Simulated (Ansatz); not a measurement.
`F[Si]([SiH3])(Cl)Cl` → `F[SiH](Cl)Cl` + `[SiH2]` at 298.15 K and 1 bar (silylene loss).

Isolated molecules relaxed with PBE0-D4/def2-TZVP in Ansatz; ΔE leaves out vibrations. CBS: MP2 limit from def2 TZ/QZ plus the TZ coupled-cluster correction, frozen cores. This one scheme is used for every species.

```
              species  CCSD(T)/CBS energy (Eh)  H − E (kJ/mol)  S (J/(mol·K))
`F[Si]([SiH3])(Cl)Cl`              -1599.47838           106.7          374.1
       `F[SiH](Cl)Cl`              -1309.19911            55.8          311.5
             `[SiH2]`               -290.19011            40.6          207.5
```

H − E and S are ideal-gas, rigid-rotor, harmonic terms from PBE0-D4/def2-TZVP. 1 Eh = 2625.50 kJ/mol, R = 8.31446 J/(mol·K).

Problem. By hand: ΔE, ΔH, ΔS and ΔG.

Solution. ΔE = (-1309.19911) + (-290.19011) − (-1599.47838) = 0.08916 Eh = 234.1 kJ/mol. Δ(H − E) = 55.8 + 40.6 − 106.7 = -10.3, so ΔH = 223.8 kJ/mol. ΔS = 311.5 + 207.5 − 374.1 = 144.9 J/(mol·K). ΔG = 223.8 − 298.15 × (144.9)/1000 = 180.6 kJ/mol.

Problem. By hand: the equilibrium constant, and the temperature at which ΔG would vanish if ΔH and ΔS stayed fixed.

Solution. log₁₀ K = −ΔG/(RT ln 10) = -31.6. ΔG = 0 at ΔH/ΔS = 1545 K.

The number of gas molecules changes by +1, which sets the sign of ΔS. A doubt of 5 kJ/mol in ΔE shifts log₁₀ K by 0.9 here. These are equilibria of isolated gas molecules and say nothing of rates. Largest T1 diagnostic: 0.014 (customary marks: 0.02 for closed shells, 0.045 for open ones).
